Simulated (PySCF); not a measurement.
# Se(22+) (selenium, charge +22): Hartree-Fock from Schrödinger to Dirac-Coulomb-Breit

Occupied: 1s1/2, 2s1/2, 2p1/2, 2p3/2, 3s1/2. Hartree-Fock calculated with PySCF 2.14 in an uncontracted even-tempered set (21 s from 1.2 bohr⁻², ratio 2.3; 15 p from 1.4 bohr⁻², ratio 2.3), Gaussian nucleus throughout. NR is non-relativistic, sf-X2C the spin-free one-electron X2C Hamiltonian, X2C adds the bare one-electron spin-orbit term, X2C-SNSO screens it by Boettger's factors, DC is four-component Dirac-Coulomb, and the Gaunt and Breit terms are added at first order (total energies over the DC spinors, levels after relaxing the spinors in that mean field). QED terms are absent. Levels marked empty are virtual spinors of this ion; the basis has s and p functions only, so 3d, which can lie below the n = 4 levels, is absent.

```tsv
Hamiltonian	E (hartree)	E − E(DC) (hartree)	CPU seconds
NR	-2102.6881	28.2189	0.68
sf-X2C	-2130.4038	0.5032	0.4
X2C	-2130.5233	0.3838	0.51
X2C-SNSO	-2130.5094	0.3976	0.52
DC	-2130.9070	0.0000	25
DC+Gaunt	-2129.7334	1.1736	44
DC+Breit	-2129.8341	1.0729	130
```

| level (eV) | NR | sf-X2C | X2C | X2C-SNSO | DC | DC+Gaunt | DC+Breit |
| --- | --- | --- | --- | --- | --- | --- | --- |
| 1s1/2 | -13519.2 | -13719.8 | -13719.5 | -13719.5 | -13727.0 | -13708.0 | -13709.1 |
| 2s1/2 | -2580.9 | -2630.6 | -2630.6 | -2630.6 | -2631.4 | -2629.7 | -2629.8 |
| 2p1/2 | -2413.1 | -2426.5 | -2458.0 | -2456.1 | -2456.3 | -2453.4 | -2453.7 |
| 2p3/2 | -2413.1 | -2426.5 | -2411.5 | -2412.3 | -2412.9 | -2410.8 | -2411.1 |
| 3s1/2 | -971.79 | -985.33 | -985.32 | -985.32 | -985.48 | -985.09 | -985.13 |
| 3p1/2 (empty) | -881.27 | -885.97 | -892.81 | -892.40 | -892.43 | -891.79 | -891.89 |
| 3p3/2 (empty) | -881.27 | -885.97 | -882.71 | -882.90 | -882.99 | -882.54 | -882.64 |
| 4s1/2 (empty) | -486.83 | -492.02 | -492.02 | -492.02 | -492.08 | -491.93 | -491.95 |

```csv
interval (eV),X2C,X2C-SNSO,DC,DC+Gaunt,DC+Breit
2p3/2 − 2p1/2,46.59,43.80,43.46,42.62,42.62
3p3/2 − 3p1/2,10.11,9.503,9.443,9.247,9.247
```

Weight of the small component: 1s1/2 0.0152, 2s1/2 0.00311, 2p1/2 0.00305, 2p3/2 0.00298, 3s1/2 0.00105, 3p1/2 0.00100, 3p3/2 0.000992, 4s1/2 0.000502.

Koopmans' value for the highest occupied level at DC+Breit: 985.13 eV, against an ionisation energy of 989.6 ± 1.3 eV (semi-empirical (NIST evaluation); NIST Atomic Spectra Database, ionization energies); the former lacks relaxation, correlation, QED and recoil.

The whole ladder took 210 s of wall time on 1 thread of Neoverse-N1 (shared host), launched as `OMP_NUM_THREADS=1 python relrun2.py TASK.json OUT` (a driver that calls PySCF for each Hamiltonian).
